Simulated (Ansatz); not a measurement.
Consider the redistribution: `[OH][Zr]([OH])([OH])[SeH]` + `[OH][Ti]([OH])([OH])[I]` → `[OH][Ti]([OH])([OH])[SeH]` + `[OH][Zr]([OH])([OH])[I]`.

Gas-phase electronic energies from Ansatz, PBE0-D4/def2-TZVP geometries. CBS: MP2 limit from def2 TZ/QZ plus the TZ coupled-cluster correction, frozen cores. Functionals use def2-TZVPP. B3LYP here is the variant with VWN-RPA as its local correlation; programs differ in this. HSE06 is defined as in plane-wave codes. def2 core potentials past Kr. For I, Se, Ti, Zr outer-core shells are correlated without core-valence functions, which leaves a few kJ/mol of doubt a bond. Scalar relativity is left out up to krypton. Each species was taken in one conformer, which may not be the lowest.

| level | ΔE (kJ/mol) | difference from CCSD(T)/CBS |
| --- | --- | --- |
| LDA (SPW92) | -8.0 | 0.7 |
| PBE-D4 | -8.0 | 0.7 |
| revPBE-D4 | -8.0 | 0.7 |
| B3LYP-D4 | -9.0 | -0.3 |
| r2SCANh-D4 | -9.2 | -0.5 |
| r2SCAN0-D4 | -9.6 | -0.9 |
| HSE06-D4 | -8.9 | -0.2 |
| CAM-B3LYP-D4 | -9.5 | -0.8 |
| revPBE | -8.0 | 0.7 |
| r2SCAN | -8.9 | -0.2 |
| r2SCANh | -9.2 | -0.5 |
| LC-ωPBE | -9.3 | -0.6 |
| HF/def2-TZVPP | -11.7 | -3.0 |
| HF/def2-QZVPP | -11.6 | -2.9 |
| MP2/def2-QZVPP | -7.9 | 0.8 |
| CCSD/CBS(def2) | -9.9 | -1.2 |
| CCSD(T)/CBS | -8.7 | 0 |

(1) What do rigid-rotor, harmonic-oscillator terms from PBE0-D4/def2-TZVP frequencies (298.15 K, 1 bar) make of the CCSD(T)/CBS value? (Estimate.)

Largest T1 diagnostic among the species: 0.023, so the coupled-cluster value is less sure than usual.

Results:

(1) Ansatz gave: ΔZPE = +1.1 kJ/mol, ΔH = -8.4 kJ/mol, ΔS = -19 J/(mol·K), ΔG = -2.6 kJ/mol.

Leaving LDA and LC-ωPBE aside and taking each functional with its dispersion term where it has one, the values, not all of them listed here, spread over 2.2 kJ/mol, from BHLYP-D4 to PBE-D4. At CCSD(T), def2-SVP lies +5.7 kJ/mol from the extrapolated value and def2-TZVPP −0.3 kJ/mol.

CCSD(T)/CBS has its own doubt, a few kJ/mol and more with outer-core shells, so smaller differences from it don't rank the levels.
